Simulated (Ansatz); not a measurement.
Coupled-cluster diagnostics for Sc₃N₃, Ansatz.

Geometry of the singlet (PBE-D4/def2-SVP):

Cartesian coordinates in Å:
```
Sc -0.422 0.281 -0.092
Sc -3.057 1.923 -0.663
Sc 1.449 -0.904 0.314
N -4.448 2.782 -0.961
N 3.510 -1.554 0.875
N 2.967 -2.527 0.527
```

Correlated methods freeze 18 core orbitals; core or outer-core shells of Sc are correlated, in sets that lack core-valence functions. Another isomer (singlet) lies 9.18 eV lower at PBE0-D4/def2-TZVP; other spin states weren't run for this one.

Task: Estimate the CCSD(T) correlation energy, the shares of MP2 and (T), T1 and the reference's ⟨S²⟩ for: charge 0, singlet, own geometry in def2-SVP; and the rough time on 4 threads of Arm Neoverse V2 on a shared host.

Result: 
```json
{"state": "charge 0, singlet, own geometry", "basis": "def2-SVP", "correlation (eV)": "-35.983", "MP2 share (%)": "93.9", "(T) share (%)": "6.6", "T1": "0.048", "⟨S²⟩ (pure)": "0.00 (0.00)", "wall time": "73 s", "remarks": "flagged by the program, restricted SCF unstable"}
```
Customary marks for T1 are 0.02 (closed shells), 0.045 (open shells) and about 0.05 (3d metals). T1 exceeds 0.02 in 1 of 1 rows and 0.045 in 1; the higher it lies, the less the single-reference result can be trusted.
